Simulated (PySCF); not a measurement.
CF₃O₂S (SMILES O=[S](=O)C(F)(F)F), doublet (typed; the unrestricted solution is spin-contaminated), geometry from GFN2-xTB; MP2/STO-3G in PySCF.

Here is a job for PySCF.
```python
from pyscf import gto, scf, mp

mol = gto.M(
    atom='''
O     1.367582   -1.429716    0.045122
S     1.110873   -0.065506   -0.335702
O     1.645659    0.981520    0.494802
C    -0.927084    0.110382   -0.018583
F    -1.170595   -0.099729    1.258641
F    -1.310479    1.327122   -0.367636
F    -1.554191   -0.786130   -0.761744
''',
    basis='sto-3g',
    charge=0,
    spin=1,
    verbose=4,
)

mf = scf.UHF(mol)
mf.kernel()

pt = mp.MP2(mf, frozen=11)
pt.kernel()
print('E(MP2) = %.10f' % pt.e_tot)
```

**Question.** Predict the main parts of the log of this PySCF run.

**Answer.** 
```
PySCF version 2.14.0

[INPUT] verbose = 4
[INPUT] num. atoms = 7
[INPUT] num. electrons = 65
[INPUT] charge = 0
[INPUT] spin (= nelec alpha-beta = 2S) = 1
[INPUT] symmetry False subgroup None
[INPUT] Mole.unit = angstrom
[INPUT] Symbol           X                Y                Z      unit          X                Y                Z       unit  Magmom
[INPUT]  1 O      1.367582000000  -1.429716000000   0.045122000000 AA    2.584355432885  -2.701771675909   0.085268222193 Bohr   0.0
[INPUT]  2 S      1.110873000000  -0.065506000000  -0.335702000000 AA    2.099245729174  -0.123788399516  -0.634384839469 Bohr   0.0
[INPUT]  3 O      1.645659000000   0.981520000000   0.494802000000 AA    3.109844804426   1.854803985783   0.935040265887 Bohr   0.0
[INPUT]  4 C     -0.927084000000   0.110382000000  -0.018583000000 AA   -1.751934854466   0.208591749082  -0.035116780573 Bohr   0.0
[INPUT]  5 F     -1.170595000000  -0.099729000000   1.258641000000 AA   -2.212103952785  -0.188460496677   2.378486779149 Bohr   0.0
[INPUT]  6 F     -1.310479000000   1.327122000000  -0.367636000000 AA   -2.476446401994   2.507897113885  -0.694731353531 Bohr   0.0
[INPUT]  7 F     -1.554191000000  -0.786130000000  -0.761744000000 AA   -2.936995335264  -1.485570398304  -1.439487537031 Bohr   0.0

nuclear repulsion = 425.73681720145
number of shells = 23
number of NR pGTOs = 117
number of NR cGTOs = 39
basis = sto-3g
ecp = {}

******** <class 'pyscf.scf.uhf.UHF'> ********
method = UHF
initial guess = minao
damping factor = 0
level_shift factor = 0
DIIS = <class 'pyscf.scf.diis.CDIIS'>
diis_start_cycle = 1
diis_space = 8
diis_damp = 0
SCF conv_tol = 1e-09
SCF conv_tol_grad = None
SCF max_cycles = 50
direct_scf = True
direct_scf_tol = 1e-13
number electrons alpha = 33  beta = 32
Set gradient conv threshold to 3.16228e-05
init E= -873.608544372601

cycle= 1 E= -871.603356405491  delta_E= 2.01  |g|= 0.75  |ddm|= 2.89
cycle= 2 E= -871.924507784428  delta_E= -0.321  |g|= 0.418  |ddm|= 1.79
cycle= 3 E= -872.047709453017  delta_E= -0.123  |g|= 0.0632  |ddm|= 0.69
cycle= 4 E= -872.057398757748  delta_E= -0.00969  |g|= 0.0296  |ddm|= 0.219
cycle= 5 E= -872.060490405123  delta_E= -0.00309  |g|= 0.0165  |ddm|= 0.139
cycle= 6 E= -872.061859041306  delta_E= -0.00137  |g|= 0.00989  |ddm|= 0.107
cycle= 7 E= -872.062458507861  delta_E= -0.000599  |g|= 0.00618  |ddm|= 0.0764
cycle= 8 E= -872.062764990386  delta_E= -0.000306  |g|= 0.00385  |ddm|= 0.063
cycle= 9 E= -872.062910184892  delta_E= -0.000145  |g|= 0.00271  |ddm|= 0.0441
cycle= 10 E= -872.062995258471  delta_E= -8.51e-05  |g|= 0.00199  |ddm|= 0.0371
cycle= 11 E= -872.063065627671  delta_E= -7.04e-05  |g|= 0.00116  |ddm|= 0.0486
cycle= 12 E= -872.063090189678  delta_E= -2.46e-05  |g|= 0.000563  |ddm|= 0.0355
cycle= 13 E= -872.063094005803  delta_E= -3.82e-06  |g|= 0.000318  |ddm|= 0.0137
cycle= 14 E= -872.063094719315  delta_E= -7.14e-07  |g|= 0.000128  |ddm|= 0.00626
cycle= 15 E= -872.063094810267  delta_E= -9.1e-08  |g|= 4.28e-05  |ddm|= 0.00216
cycle= 16 E= -872.063094817334  delta_E= -7.07e-09  |g|= 1.97e-05  |ddm|= 0.000374
cycle= 17 E= -872.063094819075  delta_E= -1.74e-09  |g|= 1.08e-05  |ddm|= 0.000196
cycle= 18 E= -872.063094819484  delta_E= -4.09e-10  |g|= 8.85e-06  |ddm|= 6.05e-05
Extra cycle  E= -872.06309481973  delta_E= -2.45e-10  |g|= 8.71e-06  |ddm|= 2.7e-05
converged SCF energy = -872.06309481973  <S^2> = 0.85860848  2S+1 = 2.1058096

******** <class 'pyscf.mp.ump2.UMP2'> ********
nocc = (np.int64(22), np.int64(21)), nmo = (28, 28)
frozen orbitals 11
E(UMP2) = -872.292553993135  E_corr = -0.229459173405671
E(SCS-UMP2) = -872.291541530562  E_corr = -0.228446710832343
E_corr(same-spin) = -0.0541203429859177
E_corr(oppo-spin) = -0.175338830419753
E(MP2) = -872.2925539931
```
